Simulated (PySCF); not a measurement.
CH8GeN2O (SMILES C[O][GeH]([NH2])[NH2]), singlet, geometry from GFN2-xTB; PySCF with CAMB3LYP/6-31G, polarisability by finite fields.

The PySCF input:
```python
from pyscf import gto, scf, dft

mol = gto.Mole()
mol.atom = '''
    Ge    0.234222   -0.025314    0.369714
    N     1.677659   -1.029805    0.005944
    N     0.707983    1.730115    0.408705
    O    -0.905023   -0.478591   -0.928672
    C    -2.292222   -0.256095   -0.939698
    H    -0.380771   -0.353756    1.703155
    H     1.557617   -1.716626   -0.723561
    H     2.545710   -0.536671   -0.137867
    H     1.019978    2.125885   -0.467756
    H     0.053738    2.372771    0.830793
    H    -2.525304    0.769685   -1.240652
    H    -2.745479   -0.443429    0.037342
    H    -2.726583   -0.944688   -1.667297
'''
mol.basis = '6-31g'
mol.charge = 0
mol.spin = 0
mol.verbose = 4
mol.build()

mf = dft.RKS(mol)
mf.xc = 'camb3lyp'
mf.conv_tol = 1e-11
mf.kernel()
h0, z, done = mf.get_hcore(), mol.intor('int1e_r')[2], []
def energy(F):
    f = mf.copy()
    f.scf_summary = {}
    f.get_hcore = lambda *a: h0 + F * z
    e = f.kernel(mf.make_rdm1())
    done.append(f.converged)
    return e
F = 0.005
alpha = -(energy(F) + energy(-F) - 2 * mf.e_tot) / F**2
print('alpha_zz =', alpha)
```

Question: Write the output that PySCF gives for this input, abridged.

Answer: 
```
PySCF version 2.14.0

[INPUT] verbose = 4
[INPUT] num. atoms = 13
[INPUT] num. electrons = 68
[INPUT] charge = 0
[INPUT] spin (= nelec alpha-beta = 2S) = 0
[INPUT] symmetry False subgroup None
[INPUT] Mole.unit = angstrom
[INPUT] Symbol           X                Y                Z      unit          X                Y                Z       unit  Magmom
[...]
nuclear repulsion = 412.406059381089
number of shells = 47
number of NR pGTOs = 210
number of NR cGTOs = 79
basis = 6-31g
ecp = {}

******** <class 'pyscf.dft.rks.RKS'> ********
method = RKS
initial guess = minao
damping factor = 0
level_shift factor = 0
DIIS = <class 'pyscf.scf.diis.CDIIS'>
diis_start_cycle = 1
diis_space = 8
diis_damp = 0
SCF conv_tol = 1e-11
SCF conv_tol_grad = None
SCF max_cycles = 50
direct_scf = True
direct_scf_tol = 1e-13
XC library pyscf.dft.libxc version 7.1.2
    S. Lehtola, C. Steigemann, M. J. T. Oliveira, and M. A. L. Marques,  SoftwareX 7, 1–5 (2018)
XC functionals = camb3lyp
    T. Yanai, D. P. Tew, and N. C. Handy,  Chem. Phys. Lett. 393, 51 (2004)
radial grids:
    Treutler-Ahlrichs [JCP 102, 346 (1995); DOI:10.1063/1.469408] (M4) radial grids

becke partition: Becke, JCP 88, 2547 (1988); DOI:10.1063/1.454033
pruning grids: <function nwchem_prune>
grids dens level: 3
symmetrized grids: False
atomic radii adjust function: <function treutler_atomic_radii_adjust>
small_rho_cutoff = 0
Set gradient conv threshold to 3.16228e-06
Initial guess from minao.
tot grids = 155112
init E= -2304.0748507401
[...]
cycle= 1 E= -2304.14171518212  delta_E= -0.0669  |g|= 0.806  |ddm|= 3.26
[...]
cycle= 2 E= -2304.06222729873  delta_E= 0.0795  |g|= 1.07  |ddm|= 1.63
[...]
cycle= 3 E= -2304.27736829523  delta_E= -0.215  |g|= 0.0894  |ddm|= 0.933
[...]
cycle= 4 E= -2304.27860636848  delta_E= -0.00124  |g|= 0.0472  |ddm|= 0.103
[...]
cycle= 5 E= -2304.27907812193  delta_E= -0.000472  |g|= 0.003  |ddm|= 0.0392
[...]
cycle= 6 E= -2304.27908025631  delta_E= -2.13e-06  |g|= 0.00157  |ddm|= 0.00521
[...]
cycle= 7 E= -2304.27908068549  delta_E= -4.29e-07  |g|= 0.000378  |ddm|= 0.00187
[...]
cycle= 8 E= -2304.27908072787  delta_E= -4.24e-08  |g|= 0.000172  |ddm|= 0.000659
[...]
cycle= 9 E= -2304.27908073631  delta_E= -8.44e-09  |g|= 3.26e-05  |ddm|= 0.000268
[...]
cycle= 10 E= -2304.27908073688  delta_E= -5.69e-10  |g|= 5.8e-06  |ddm|= 0.000113
[...]
cycle= 11 E= -2304.2790807369  delta_E= -1.68e-11  |g|= 2.44e-06  |ddm|= 1.75e-05
[...]
[...]
converged SCF energy = -2304.2790807369
[...]
[...]
cycle= 5 E= -2304.27792272377  delta_E= -3.76e-08  |g|= 0.000144  |ddm|= 0.000644
[...]
cycle= 6 E= -2304.277922731  delta_E= -7.23e-09  |g|= 3.7e-05  |ddm|= 0.000301
[...]
cycle= 7 E= -2304.27792273137  delta_E= -3.72e-10  |g|= 1.31e-05  |ddm|= 5.42e-05
[...]
cycle= 8 E= -2304.27792273147  delta_E= -9.28e-11  |g|= 1.8e-06  |ddm|= 3.65e-05
[...]
cycle= 9 E= -2304.27792273147  delta_E= -3.18e-12  |g|= 1.15e-06  |ddm|= 3.75e-06
[...]
Extra cycle  E= -2304.27792273145  delta_E= 2.09e-11  |g|= 1.24e-06  |ddm|= 1.9e-06
converged SCF energy = -2304.27792273145

******** <class 'pyscf.dft.rks.RKS'> ********
method = RKS
initial guess = minao
damping factor = 0
level_shift factor = 0
DIIS = <class 'pyscf.scf.diis.CDIIS'>
diis_start_cycle = 1
diis_space = 8
diis_damp = 0
SCF conv_tol = 1e-11
SCF conv_tol_grad = None
SCF max_cycles = 50
direct_scf = True
direct_scf_tol = 1e-13
XC library pyscf.dft.libxc version 7.1.2
    S. Lehtola, C. Steigemann, M. J. T. Oliveira, and M. A. L. Marques,  SoftwareX 7, 1–5 (2018)
XC functionals = camb3lyp
    T. Yanai, D. P. Tew, and N. C. Handy,  Chem. Phys. Lett. 393, 51 (2004)
radial grids:
    Treutler-Ahlrichs [JCP 102, 346 (1995); DOI:10.1063/1.469408] (M4) radial grids

becke partition: Becke, JCP 88, 2547 (1988); DOI:10.1063/1.454033
pruning grids: <function nwchem_prune>
grids dens level: 3
symmetrized grids: False
atomic radii adjust function: <function treutler_atomic_radii_adjust>
small_rho_cutoff = 0
Set gradient conv threshold to 3.16228e-06
init E= -2304.28077788228
[...]
cycle= 1 E= -2304.28127248965  delta_E= -0.000495  |g|= 0.0135  |ddm|= 0.109
[...]
cycle= 2 E= -2304.28125882281  delta_E= 1.37e-05  |g|= 0.0176  |ddm|= 0.0301
[...]
cycle= 3 E= -2304.28131817398  delta_E= -5.94e-05  |g|= 0.00125  |ddm|= 0.0147
[...]
cycle= 4 E= -2304.28131859777  delta_E= -4.24e-07  |g|= 0.000345  |ddm|= 0.002
[...]
cycle= 5 E= -2304.28131863878  delta_E= -4.1e-08  |g|= 0.00014  |ddm|= 0.00064
[...]
cycle= 6 E= -2304.28131864587  delta_E= -7.08e-09  |g|= 3.63e-05  |ddm|= 0.000301
[...]
cycle= 7 E= -2304.2813186462  delta_E= -3.31e-10  |g|= 1.34e-05  |ddm|= 5.14e-05
[...]
cycle= 8 E= -2304.28131864626  delta_E= -6.41e-11  |g|= 1.55e-06  |ddm|= 3.36e-05
[...]
cycle= 9 E= -2304.28131864627  delta_E= -8.64e-12  |g|= 7.83e-07  |ddm|= 3.39e-06
[...]
Extra cycle  E= -2304.2813186463  delta_E= -2.5e-11  |g|= 6.7e-07  |ddm|= 1.14e-06
converged SCF energy = -2304.2813186463
alpha_zz = 43.196158185310196
```
